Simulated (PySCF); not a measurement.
Isomers of C5H2F4, one GFN2-xTB conformer each. Single-point energies are computed at PBE0/pcSseg-1 (PySCF, gas phase, no added dispersion term), electronic only.

Question: Rank them by PBE0/pcSseg-1 energy, lowest first (kcal/mol).
A. `[F:1][C:2]([F:3])=[C:4]([F:5])[C:6]1=[C:7]([F:8])[CH2:9]1` with C2–C4–C6–C7 180°
B. `F/C=C1C=C\1C(F)(F)F`

Answer: B (0.0), A (13.4).

GFN2-xTB itself gives, in the same order: 0.0, 1.6. Both levels put the same isomer lowest.

Q: Which frontier levels, dipoles and rotational constants go with these structures?

A: 
```tsv
SMILES	HOMO (eV, PBE0/pcSseg-1)	LUMO (eV)	dipole (D)	A, B, C (MHz)
F/C=C1C=C\1C(F)(F)F	-6.66	-1.77	1.51	3839, 793.3, 742.6
FC(F)=C(F)C1=C(F)C1	-6.80	-1.16	1.41	3257, 933.9, 729.3
```
